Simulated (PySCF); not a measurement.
C3H4O, SMILES O=C1CC1. Coordinates come from a PBE-D3(BJ)/def2-SVP optimisation.

Level of theory: PBE-D3(BJ)/def2-SVP in PySCF.

Harmonic wavenumbers (cm⁻¹): 299, 493, 571, 679, 728, 922, 971, 1025, 1046, 1051, 1117, 1328, 1350, 1921, 3042, 3043, 3130, 3140. Rotational constants (GHz): 20.15, 7.318, 5.793; symmetry number 2.

Question: Work out the zero-point energy and the ideal-gas rigid-rotor harmonic-oscillator thermochemistry at 298.15 K and 1 atm.

Answer: ZPE = ½ Σ hcν = ½ × 25856 cm⁻¹ = 36.96 kcal/mol. H − E(el) = 40.14 kcal/mol. Entropy in cal/(mol K): translation 37.99, rotation 22.07, vibration 3.79, total 63.85. G − E(el) = 21.10 kcal/mol. Cp = 16.06 cal/(mol K).
